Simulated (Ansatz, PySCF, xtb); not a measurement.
Reaction (SMILES): C=[C-]C#N → [CH-]=CC#N
Each molecule is optimised on its own at B3LYP-D3(BJ)/def2-TZVP (Ansatz, a first-principles code). Unstable Hartree-Fock reference: C=[C-]C#N.

Quantity: isomerisation energy (enthalpy at 298 K, with B3LYP-D3(BJ) rigid-rotor harmonic-oscillator terms from PySCF), in kJ/mol. Correlated levels leave the core frozen unless marked. Spin-orbit coupling is left out. Non-relativistic. Anions need diffuse functions: aug- sets have them; def2-D sets add few; the other sets have none. Basis-set limits of correlation are two-point, X^-3; Hartree-Fock from the larger set. [CCSD(T)-MP2]/basis is that difference in the basis named.

```tsv
level	program	isomerisation energy (kJ/mol)
GFN1-xTB	xtb	60.9
HF/STO-3G	Ansatz	24.8
HF/cc-pwCVTZ	Ansatz	25.9
HF-D3(BJ)/def2-TZVPD	PySCF + dftd3	25.0
```

What does RI-MP2/CBS(aug-cc-pVTZ,aug-cc-pVQZ)+[CCSD(T)-MP2]/aug-cc-pVTZ (Ansatz) give?

40.2 kJ/mol, so HF-D3(BJ)/def2-TZVPD differs from it by -15.2 kJ/mol.
